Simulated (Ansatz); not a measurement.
Geometry optimisation, RKS PBE-D4/def2-SVP (Ansatz).

input.yaml

```yaml
crystal:
  periodic: [false, false, false]
  atoms:
    - { symbol: "N", position_ang: [-0.06531, 1.1951, -1.05432] }
    - { symbol: C, position_ang: [0.3561, -0.16253, -0.83287] }
    - { symbol: Si, position_ang: [0.37851, -0.94555, 0.74583] }
    - { symbol: O, position_ang: [-0.50857, -0.47941, 2.03165] }
    - { symbol: H, position_ang: [0.56806, 1.65901, -1.69511] }
    - { symbol: H, position_ang: [-0.09782, 1.72152, -0.18842] }
    - { symbol: H, position_ang: [1.02757, -0.50979, -1.60372] }
    - { symbol: H, position_ang: [0.75969, -2.28419, 1.11198] }
    - { symbol: H, position_ang: [-0.79242, 0.42028, 2.15806] }
basis:
  gaussian: { orbitals: def2-SVP }
hamiltonian:
  xc: pbe
  dispersion: d4
relax:
  f_tol: 0.015
  max_steps: 40
```

Launched with:

```bash
$ ansatz run input.yaml --threads 1 --pin off --max-ram 2048MiB --backend cpu --events-out ev --progress --plain --runs-dir out
```

Question: Where does it end, and by what steps?

Answer: It converged. After 22 steps the energy has fallen by 0.613 eV; H8 moved furthest, 0.66 Å.

| step | energy less start (eV) | largest force component (eV/Å) | accepted |
| --- | --- | --- | --- |
| 0 | 0.0000 | 1.456 | yes |
| 1 | -0.2150 | 0.826 | yes |
| 2 | -0.2899 | 0.611 | yes |
| 3 | -0.3796 | 0.799 | yes |
| 4 | -0.4316 | 0.813 | yes |
| 5 | -0.4571 | 1.165 | yes |
| 6 | -0.4250 | 1.429 | no |
| 7 | -0.5083 | 0.253 | yes |
| 8 | -0.5320 | 0.200 | yes |
| 9 | -0.5105 | 1.526 | no |
| 10 | -0.5494 | 0.177 | yes |
| 11 | -0.5642 | 0.322 | yes |
| 12 | -0.5626 | 1.124 | no |
| 13 | -0.5765 | 0.221 | yes |
| 14 | -0.5842 | 0.203 | yes |
| 15 | -0.5970 | 0.243 | yes |
| 16 | -0.6024 | 0.567 | yes |
| 17 | -0.6068 | 0.126 | yes |
| 18 | -0.6109 | 0.093 | yes |
| 19 | -0.6119 | 0.049 | yes |
| 20 | -0.6122 | 0.052 | yes |
| 21 | -0.6125 | 0.026 | yes |
| 22 | -0.6125 | 0.008 | yes |

```xyz
9
Properties=species:S:1:pos:R:3
N 0.092 1.053 -0.956
C 0.682 -0.127 -0.709
Si 0.676 -0.856 0.975
O -0.670 0.014 1.644
H 0.285 1.634 -1.773
H -0.533 1.421 -0.229
H 1.331 -0.508 -1.520
H 0.262 -2.290 0.675
H -0.500 0.273 2.566
```

Whether the end is a true minimum wasn't checked by a vibrational analysis.

Run time: 74 s on 1 CPU thread of a shared host.
